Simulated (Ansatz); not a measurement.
Basis sets compared for the cluster CdCl₂⁻ (the lowest doublet isomer of a short search). Total charge -1; doublet. Geometry r2SCAN-D4/def2-TZVPD. Ansatz on 4 threads of Arm Neoverse V1 on a shared host; times are rough, and most runs start from earlier orbitals.

Cartesian coordinates in Å:
```
Cd -0.030 -0.852 -0.111
Cl -1.666 0.656 -1.245
Cl 1.696 0.196 1.356
```

In the def2 sets Cd takes a core potential; there is no spin–orbit coupling. The structure comes from a short search, and lower isomers may exist.

```json
{"level": "PBE-D4/def2-SVPD", "functions": "88", "energy (Eh)": "-1087.6384", "HOMO (eV)": "-0.05", "LUMO (eV)": "0.69", "wall time": "1.1 s"}
{"level": "PBE0-D4/def2-SVPD", "functions": "88", "energy (Eh)": "-1087.7062", "HOMO (eV)": "-0.89", "LUMO (eV)": "1.54", "wall time": "1.6 s"}
```

Question: Estimate the rows for PBE-D4/def2-TZVPD (with forces), PBE0-D4/def2-TZVPD.

Answer: 
| level | functions | energy (Eh) | HOMO (eV) | LUMO (eV) | wall time |
| --- | --- | --- | --- | --- | --- |
| PBE-D4/def2-TZVPD (with forces) | 132 | -1087.9794 | -0.01 | 0.74 | 1.9 s |
| PBE0-D4/def2-TZVPD | 132 | -1088.0424 | -0.85 | 1.59 | 2.5 s |
